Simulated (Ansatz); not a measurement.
V(NH)F3 (VNF₃H). Charge 0, multiplicity 3. Geometry PBE-D4/def2-SVP, that of the neutral singlet; atoms count from 1.

Cartesian coordinates in Å:
```
V -0.1101 0.3157 -0.2822
N 0.2953 -0.8474 0.7582
H 0.5542 -1.5895 1.4208
F 1.2506 0.6325 -1.2989
F -0.5369 1.7261 0.6202
F -1.4532 -0.2375 -1.2180
```

At PBE0-D4/def2-TZVP a singlet of charge 0 lies 2.60 eV below the triplet at the same geometry.

Estimate the Mulliken populations from the PBE0/def2-TZVP orbitals of Ansatz.


```csv
atom,charge (e),spin (α − β),d electrons
V1,1.63,0.94,3.04
N2,-0.54,0.99,–
H3,0.27,-0.03,–
F4,-0.47,0.01,–
F5,-0.45,0.04,–
F6,-0.45,0.04,–
```
Mulliken values depend strongly on the basis.

Where does the spin sit?

Summed by element: V 0.94, N 0.99, H -0.03, F 0.10, of 2 unpaired in all. Largest on single atoms: N2 0.99, V1 0.94, F6 0.04.

And the Mayer bond orders between heavy atoms (over 0.3)?

V1–N2 1.19 (1.61 Å); V1–F4 0.84 (1.73 Å); V1–F5 0.87 (1.73 Å); V1–F6 0.87 (1.73 Å).
